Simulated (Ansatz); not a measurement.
Born–Oppenheimer molecular dynamics of a periodic cell of 40 atoms, H4C (contents 8 CH4, density as packed 0.42 g/cm³ with natural masses). It starts from a partly relaxed structure (largest force component 0.21 eV/Å).

Computed with DFT r2SCAN-D3(BJ), scalar-relativistic, plane waves, PAW (Ansatz). Settings: accuracy low, cutoff 500 eV, k mesh 1x1x1, fermi-dirac smearing 0.02 eV, no spin polarisation.

```yaml
ensemble: NVT, Langevin thermostat
time_step: 0.5 fs
steps_asked: 40
set_temperature: 1500 K
friction: 0.02 /fs
seed: 649312
```

Frames 0.5 fs apart, positions in Å, forces in eV/Å.

Velocities at 5.0 fs (Å/ps):

```
C -0.36 -5.02 12.63
H 26.15 -6.20 22.45
H 29.96 -2.50 -3.10
H 36.36 -15.22 -34.15
H -15.15 6.28 5.32
C 10.72 -6.12 -2.17
H 34.43 -48.35 -13.38
H -48.26 23.14 24.25
H 42.29 12.68 8.15
H -30.84 13.34 -80.59
C -3.13 15.93 -13.06
H -5.11 21.21 -16.83
H 18.40 -17.21 -15.06
H -30.71 -5.25 -9.40
H -7.64 41.98 -2.60
C 4.64 -11.08 6.55
H 28.48 -11.61 8.52
H 2.76 -9.80 32.96
H -15.03 -0.20 21.71
H 36.49 -40.76 4.97
C -1.75 -0.06 -0.01
H 57.45 16.41 -18.30
H -5.57 4.68 25.26
H 31.23 12.37 -12.89
H -13.12 -39.75 18.81
C 3.61 1.83 -11.68
H 8.49 -21.66 50.34
H 7.98 12.68 14.38
H -2.29 -45.33 -18.52
H -26.85 37.31 -6.70
C -5.33 1.95 -0.77
H -15.90 -7.82 28.94
H 8.96 31.63 -37.36
H -50.73 -44.71 -12.07
H -14.81 -57.23 27.28
C -10.25 -0.80 -8.33
H -5.15 15.41 38.05
H 22.21 8.14 -26.10
H 5.69 17.38 -8.62
H -43.40 -18.65 -13.30
```

```xyz
40
Lattice="7.9581 0.0000 0.0000 0.0000 7.9581 0.0000 0.0000 0.0000 7.9581" Properties=species:S:1:pos:R:3:forces:R:3 time_fs=5.0 energy_less_start_eV=3.002 T=835
C 5.529 6.665 2.133 1.37 -1.22 -0.73
H 5.890 7.266 2.972 -0.09 0.04 -0.45
H 4.691 6.009 2.437 0.80 0.16 -0.37
H 6.397 6.177 1.569 -0.77 -0.50 1.79
H 5.315 7.190 1.236 -1.30 1.53 -0.23
C 7.727 3.962 4.136 -1.15 0.91 -2.02
H 8.339 4.582 3.447 0.52 -1.06 0.27
H 8.309 3.369 4.889 -0.94 1.23 -0.41
H 7.123 3.277 3.466 0.84 0.52 0.81
H 7.003 4.829 4.314 0.69 -1.58 1.31
C 0.760 2.898 -0.089 -3.71 2.32 3.35
H 1.587 2.960 -0.756 0.24 -0.33 -0.34
H 0.554 3.909 0.491 1.30 -1.43 -1.10
H 0.693 2.202 0.772 1.08 -0.08 -0.82
H -0.302 2.866 -0.430 1.11 -0.50 -1.09
C 2.342 7.102 7.353 -1.26 2.81 1.92
H 1.535 7.335 8.079 0.27 -0.66 0.29
H 2.698 8.169 7.338 0.20 -1.07 -0.87
H 1.710 6.838 6.515 1.00 -0.57 -0.57
H 3.080 6.501 7.877 -0.21 -0.52 -0.75
C 2.803 0.905 3.609 -1.40 2.33 0.67
H 1.983 1.451 4.284 2.02 -1.82 -0.71
H 2.437 -0.036 3.199 -0.44 0.65 -0.71
H 3.749 0.606 4.019 0.22 0.23 1.25
H 3.071 1.790 2.977 -0.41 -1.39 -0.50
C 3.742 4.698 4.908 -0.35 -2.80 0.22
H 4.232 5.633 5.170 -0.64 0.07 -0.48
H 2.694 4.571 4.556 0.82 1.34 -0.29
H 3.616 4.094 5.820 0.51 0.36 0.23
H 4.371 4.011 4.280 -0.35 1.03 0.33
C 4.767 3.163 0.838 -0.78 -1.41 -0.81
H 3.745 3.400 1.108 0.05 0.62 0.49
H 5.484 3.245 1.619 0.32 0.68 0.80
H 5.050 3.759 -0.047 -0.01 -0.75 0.32
H 4.678 2.052 0.719 0.40 0.86 -0.81
C 6.420 7.997 6.142 1.09 0.07 -0.67
H 6.705 8.150 7.188 -0.22 0.32 -0.29
H 5.975 7.030 6.072 -0.30 -0.84 0.04
H 7.375 7.940 5.525 -1.33 0.47 0.62
H 5.656 8.697 5.759 0.79 0.01 0.30
40
Lattice="7.9581 0.0000 0.0000 0.0000 7.9581 0.0000 0.0000 0.0000 7.9581" Properties=species:S:1:pos:R:3:forces:R:3 time_fs=5.5 energy_less_start_eV=3.028 T=851
C 5.530 6.662 2.139 2.10 -0.92 -1.29
H 5.901 7.261 2.983 -0.16 -0.07 -0.60
H 4.708 6.008 2.435 0.45 -0.11 -0.22
H 6.415 6.168 1.554 -1.20 -0.21 2.03
H 5.308 7.195 1.238 -1.17 1.32 0.09
C 7.732 3.960 4.134 -1.37 1.52 -2.06
H 8.357 4.556 3.439 0.54 -0.96 0.33
H 8.285 3.384 4.902 -0.72 1.03 -0.16
H 7.144 3.284 3.473 0.57 0.13 0.53
H 6.990 4.835 4.276 0.94 -1.72 1.32
C 0.758 2.906 -0.095 -3.59 1.90 3.41
H 1.583 2.970 -0.765 0.23 -0.38 -0.33
H 0.564 3.898 0.482 1.25 -1.09 -0.89
H 0.678 2.197 0.767 1.12 0.07 -1.02
H -0.302 2.886 -0.432 1.01 -0.53 -1.17
C 2.344 7.096 7.356 -0.65 2.43 2.15
H 1.550 7.329 8.084 0.08 -0.66 0.48
H 2.699 8.163 7.351 0.24 -1.04 -0.92
H 1.705 6.839 6.525 0.96 -0.59 -0.66
H 3.098 6.480 7.879 -0.63 -0.16 -1.02
C 2.802 0.905 3.610 -0.75 1.82 1.01
H 2.015 1.458 4.275 1.64 -1.70 -0.40
H 2.435 -0.034 3.210 -0.50 0.51 -0.75
H 3.766 0.611 4.014 -0.15 0.29 1.09
H 3.066 1.770 2.986 -0.26 -0.91 -0.95
C 3.744 4.698 4.902 -0.60 -2.63 0.88
H 4.235 5.622 5.196 -0.61 0.15 -0.49
H 2.699 4.579 4.562 0.60 1.36 -0.36
H 3.615 4.072 5.810 0.54 0.47 0.05
H 4.356 4.032 4.278 0.05 0.64 -0.07
C 4.765 3.164 0.838 -1.39 -2.30 -0.60
H 3.737 3.396 1.123 0.31 0.57 0.40
H 5.489 3.262 1.601 0.49 0.66 0.95
H 5.023 3.736 -0.052 0.11 -0.49 -0.05
H 4.670 2.024 0.732 0.47 1.57 -0.71
C 6.415 7.996 6.138 1.32 0.59 -0.16
H 6.702 8.158 7.205 -0.41 0.19 -0.93
H 5.986 7.032 6.060 -0.42 -1.17 0.06
H 7.377 7.950 5.522 -1.42 0.49 0.67
H 5.635 8.688 5.753 0.96 -0.07 0.37
40
Lattice="7.9581 0.0000 0.0000 0.0000 7.9581 0.0000 0.0000 0.0000 7.9581" Properties=species:S:1:pos:R:3:forces:R:3 time_fs=6.0 energy_less_start_eV=3.078 T=865
C 5.532 6.660 2.145 2.67 -0.58 -1.91
H 5.911 7.254 2.992 -0.20 -0.12 -0.68
H 4.729 6.003 2.432 0.05 -0.40 -0.05
H 6.429 6.155 1.542 -1.50 0.05 2.19
H 5.298 7.202 1.238 -1.00 1.06 0.46
C 7.738 3.957 4.130 -1.53 2.17 -2.07
H 8.376 4.527 3.430 0.57 -0.84 0.37
H 8.260 3.403 4.913 -0.46 0.79 0.15
H 7.165 3.289 3.483 0.24 -0.31 0.18
H 6.981 4.840 4.240 1.15 -1.80 1.33
C 0.754 2.915 -0.100 -3.22 1.35 3.30
H 1.581 2.978 -0.773 0.15 -0.42 -0.26
H 0.577 3.883 0.471 1.17 -0.61 -0.59
H 0.666 2.191 0.760 1.14 0.21 -1.20
H -0.298 2.907 -0.437 0.77 -0.56 -1.24
C 2.345 7.091 7.360 -0.13 2.04 2.30
H 1.566 7.322 8.093 -0.09 -0.65 0.62
H 2.701 8.155 7.360 0.29 -0.98 -0.95
H 1.703 6.840 6.531 0.92 -0.59 -0.70
H 3.113 6.457 7.881 -0.99 0.18 -1.25
C 2.801 0.904 3.611 0.02 1.19 1.28
H 2.051 1.459 4.267 1.14 -1.49 0.00
H 2.434 -0.032 3.217 -0.55 0.37 -0.77
H 3.781 0.614 4.015 -0.54 0.36 0.89
H 3.061 1.751 2.994 -0.09 -0.43 -1.41
C 3.747 4.698 4.898 -0.88 -2.23 1.64
H 4.237 5.608 5.221 -0.57 0.26 -0.48
H 2.708 4.591 4.569 0.27 1.36 -0.45
H 3.616 4.053 5.799 0.54 0.52 -0.05
H 4.341 4.058 4.280 0.61 0.08 -0.65
C 4.763 3.165 0.837 -1.90 -3.04 -0.27
H 3.733 3.393 1.140 0.51 0.53 0.31
H 5.494 3.281 1.583 0.65 0.65 1.07
H 4.997 3.712 -0.058 0.22 -0.22 -0.48
H 4.665 1.999 0.746 0.52 2.09 -0.64
C 6.410 7.995 6.133 1.35 0.90 0.29
H 6.702 8.165 7.218 -0.58 0.08 -1.42
H 5.995 7.029 6.050 -0.43 -1.31 0.09
H 7.374 7.964 5.524 -1.39 0.47 0.61
H 5.614 8.675 5.746 1.09 -0.11 0.43
40
Lattice="7.9581 0.0000 0.0000 0.0000 7.9581 0.0000 0.0000 0.0000 7.9581" Properties=species:S:1:pos:R:3:forces:R:3 time_fs=6.5 energy_less_start_eV=3.153 T=821
C 5.536 6.657 2.150 3.05 -0.24 -2.45
H 5.923 7.245 3.001 -0.23 -0.15 -0.73
H 4.750 5.998 2.428 -0.33 -0.67 0.12
H 6.436 6.143 1.534 -1.66 0.25 2.26
H 5.283 7.210 1.239 -0.81 0.81 0.81
C 7.743 3.955 4.127 -1.60 2.77 -2.09
H 8.394 4.496 3.423 0.62 -0.69 0.37
H 8.236 3.428 4.924 -0.19 0.52 0.53
H 7.185 3.292 3.494 -0.12 -0.79 -0.19
H 6.978 4.842 4.205 1.26 -1.80 1.34
C 0.749 2.923 -0.104 -2.62 0.82 2.94
H 1.581 2.980 -0.784 -0.07 -0.45 -0.07
H 0.593 3.870 0.461 1.08 -0.10 -0.27
H 0.658 2.188 0.753 1.11 0.28 -1.29
H -0.294 2.928 -0.444 0.52 -0.58 -1.30
C 2.346 7.086 7.364 0.21 1.62 2.37
H 1.580 7.315 8.104 -0.20 -0.66 0.68
H 2.704 8.145 7.365 0.36 -0.88 -0.95
H 1.701 6.840 6.535 0.90 -0.58 -0.66
H 3.125 6.432 7.880 -1.27 0.48 -1.42
C 2.800 0.904 3.612 0.86 0.48 1.48
H 2.086 1.457 4.260 0.55 -1.19 0.46
H 2.433 -0.029 3.223 -0.59 0.24 -0.77
H 3.795 0.614 4.023 -0.95 0.45 0.64
H 3.055 1.735 3.001 0.10 0.03 -1.81
C 3.748 4.697 4.894 -1.07 -1.70 2.47
H 4.241 5.595 5.241 -0.55 0.34 -0.46
H 2.721 4.603 4.573 -0.19 1.35 -0.57
H 3.619 4.034 5.787 0.55 0.56 -0.12
H 4.326 4.085 4.280 1.24 -0.56 -1.32
C 4.760 3.166 0.836 -2.19 -3.56 0.05
H 3.732 3.391 1.159 0.59 0.49 0.23
H 5.498 3.303 1.567 0.77 0.64 1.12
H 4.971 3.687 -0.066 0.29 0.00 -0.82
H 4.664 1.980 0.759 0.53 2.44 -0.57
C 6.405 7.994 6.128 1.26 1.00 0.79
H 6.700 8.174 7.231 -0.73 -0.02 -1.83
H 6.002 7.023 6.043 -0.38 -1.32 0.13
H 7.366 7.982 5.531 -1.24 0.45 0.47
H 5.594 8.659 5.741 1.12 -0.07 0.45
40
Lattice="7.9581 0.0000 0.0000 0.0000 7.9581 0.0000 0.0000 0.0000 7.9581" Properties=species:S:1:pos:R:3:forces:R:3 time_fs=7.0 energy_less_start_eV=3.212 T=818
C 5.541 6.654 2.153 3.22 0.04 -2.78
H 5.937 7.236 3.006 -0.27 -0.18 -0.77
H 4.767 5.990 2.425 -0.59 -0.85 0.25
H 6.438 6.131 1.529 -1.71 0.40 2.25
H 5.267 7.220 1.244 -0.63 0.60 1.05
C 7.748 3.954 4.122 -1.60 3.23 -2.04
H 8.410 4.465 3.416 0.71 -0.54 0.33
H 8.211 3.455 4.938 0.04 0.29 0.86
H 7.204 3.292 3.507 -0.47 -1.27 -0.55
H 6.978 4.838 4.171 1.29 -1.71 1.35
C 0.743 2.930 -0.107 -2.00 0.37 2.34
H 1.584 2.982 -0.794 -0.37 -0.48 0.16
H 0.608 3.861 0.448 0.98 0.42 0.07
H 0.653 2.188 0.741 1.06 0.27 -1.25
H -0.291 2.947 -0.456 0.34 -0.60 -1.31
C 2.348 7.081 7.367 0.40 1.21 2.41
H 1.591 7.309 8.116 -0.26 -0.67 0.71
H 2.706 8.132 7.369 0.46 -0.71 -0.95
H 1.699 6.839 6.539 0.87 -0.57 -0.64
H 3.133 6.407 7.875 -1.46 0.72 -1.51
C 2.799 0.905 3.612 1.71 -0.33 1.55
H 2.121 1.455 4.254 -0.11 -0.81 1.00
H 2.428 -0.025 3.227 -0.62 0.14 -0.75
H 3.806 0.609 4.035 -1.31 0.55 0.37
H 3.050 1.719 3.003 0.30 0.45 -2.17
C 3.748 4.696 4.891 -1.12 -1.23 3.25
H 4.246 5.584 5.253 -0.55 0.38 -0.43
H 2.733 4.616 4.577 -0.68 1.33 -0.69
H 3.621 4.016 5.777 0.55 0.61 -0.20
H 4.315 4.109 4.277 1.78 -1.11 -1.93
C 4.757 3.166 0.835 -2.28 -3.83 0.36
H 3.733 3.391 1.181 0.65 0.45 0.12
H 5.504 3.329 1.552 0.80 0.59 1.04
H 4.945 3.664 -0.077 0.30 0.14 -1.02
H 4.665 1.966 0.770 0.53 2.66 -0.51
C 6.399 7.995 6.124 1.06 0.89 1.28
H 6.695 8.183 7.241 -0.84 -0.11 -2.12
H 6.009 7.014 6.039 -0.27 -1.18 0.16
H 7.355 8.001 5.541 -0.99 0.42 0.26
H 5.578 8.641 5.737 1.08 0.02 0.43
```

Of the whole run (20 fs, mean temperature of the second half 1070 K): The mean temperature of the second half is 29 % below the set value. A run of 0.02 ps of so small a system gives no equilibrium averages. Limits of this set-up: coarse k mesh, low accuracy level.

Run time: 14 min on 1 thread of Arm Neoverse V1 (shared host), peak memory 0.83 GiB.
